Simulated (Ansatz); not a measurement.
Born–Oppenheimer molecular dynamics of ClH$_{3}$O$_{3}$Zr (8 atoms, charge 0, multiplicity 1). It starts from a relaxed structure.

Theory: Ansatz 0.2.0, RHF/def2-SVP.

| Property | Result |
| --- | --- |
| ensemble | NVT, Langevin thermostat |
| time step | 0.5 fs |
| steps asked | 300 |
| set temperature | 700 K |
| friction | 0.05 /fs |
| temperature schedule | 75 steps to 700 K, then 225 steps to 2100 K |
| seed | 390693 |

First frame:

```xyz
8
Properties=species:S:1:pos:R:3
Zr -0.113 -0.160 0.132
Cl 0.084 0.228 2.514
O 1.643 -0.295 -0.623
H 2.496 -0.366 -1.011
O -1.057 1.307 -0.661
H -1.520 2.017 -1.067
O -1.077 -1.791 -0.154
H -1.548 -2.588 -0.314
```

Problem. How far do the bonds stretch over the last three quarters of this one trajectory? (Pairs bonded in most of those frames.)

Solution. 
```
   bond  mean (Å)  spread (Å)  shortest  longest
Zr1–Cl2     2.431       0.067      2.30     2.62
 Zr1–O3     1.922       0.053      1.80     1.99
 Zr1–O5     1.934       0.036      1.86     1.98
 Zr1–O7     1.953       0.040      1.86     2.02
  O3–H4     0.949       0.037      0.86     1.04
  O5–H6     0.950       0.028      0.88     1.03
  O7–H8     0.946       0.027      0.88     1.00
```

Mean temperature of the second half: 1293 K. The schedule's set-point averaged 1633 K over the second half and the system 1293 K, so it lags behind the ramp. A run of 0.15 ps of so small a system gives no equilibrium averages.

Run time: 12 min on 1 thread of AMD EPYC 7B13 (Zen 3) (shared host), peak memory 0.24 GiB.
